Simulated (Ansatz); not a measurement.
A CCSD(T) single point on C$_{2}$H$_{9}$GeN (`[CH3][GeH2][CH2]N`).

```yaml
crystal:
  periodic: [false, false, false]
  atoms:
    - {symbol: C, position_ang: [-1.645065, 1.220667, -0.690305]}
    - {symbol: Ge, position_ang: [-0.736093, -0.091050, 0.439837]}
    - {symbol: C, position_ang: [1.178942, -0.175029, -0.002791]}
    - {symbol: N, position_ang: [1.816596, -1.274782, 0.705136]}
    - {symbol: H, position_ang: [-1.536251, 0.958182, -1.743789]}
    - {symbol: H, position_ang: [-1.220808, 2.213916, -0.534341]}
    - {symbol: H, position_ang: [-2.708739, 1.259910, -0.452293]}
    - {symbol: H, position_ang: [-1.342303, -1.494321, 0.204764]}
    - {symbol: H, position_ang: [-0.915582, 0.267433, 1.927205]}
    - {symbol: H, position_ang: [1.284259, -0.203360, -1.098415]}
    - {symbol: H, position_ang: [1.624037, 0.766732, 0.331657]}
    - {symbol: H, position_ang: [1.414955, -2.162713, 0.432043]}
    - {symbol: H, position_ang: [2.806453, -1.320383, 0.496094]}
basis:
  gaussian: {orbitals: def2-TZVPP}
correlation: {method: ccsd_t}
```

```sh
$ ansatz run in.yaml --threads 4 --pin off --events-out ev --progress --plain --max-ram 10444MiB
```

The program prints (abridged):

```
Functional definition: HF
1564 factors; integrals over basis functions are off by at most 1.2e-3 eV
mean field evaluation 1: about -60156.0330 eV, gradient 3.9e1 eV
mean field evaluation 2: about -60156.1795 eV, gradient 3.9e1 eV
mean field evaluation 4: about -60159.8333 eV, gradient 3.8e0 eV
mean field evaluation 8: about -60159.8833 eV, gradient 2.4e-1 eV
mean field -60159.88356445 eV, -2210.8349431599 hartree, gradient 2.0e-6 eV, S^2 0.000000; 0 other end points of the search recorded, 0 dependent functions left out
12 core orbitals not correlated: weight in the atoms' cores, before any rotation towards them, 1.000 or more for the frozen orbitals, at most 0.000 for the correlated occupied ones
reference -60159.88356445 eV, -2210.8349431599 hartree; 18, 18 occupied and 237, 237 virtual orbitals, 1564 factors
second order -22.87148244 eV of doubles, -0.00000000 eV of singles
cycle   1  -23.29167158 eV  change   -4.2e-1 eV  update   9.8e-2
cycle   2  -23.91949946 eV  change   -6.3e-1 eV  update   2.8e-2
cycle   3  -23.99993070 eV  change   -8.0e-2 eV  update   1.2e-2
cycle   4  -23.99553895 eV  change    4.4e-3 eV  update   2.7e-3
cycle   5  -23.99563321 eV  change   -9.4e-5 eV  update   1.0e-3
cycle   6  -23.99548982 eV  change    1.4e-4 eV  update   3.0e-4
cycle   7  -23.99541093 eV  change    7.9e-5 eV  update   1.2e-4
cycle   8  -23.99540408 eV  change    6.9e-6 eV  update   4.5e-5
cycle   9  -23.99540506 eV  change   -9.8e-7 eV  update   1.8e-5
perturbative correction -0.88922433 eV, -0.0326783915 hartree
Total energy: -60184.76819384 eV, -2211.7494364226 hartree
```

It took 5 min on 4 threads of an Arm Neoverse V1 on a shared host, with 6.9 GiB of host memory at the peak.

The correlation energy is -24.885 eV, 3.6 % of it from (T); the T1 diagnostic reads 0.0099.
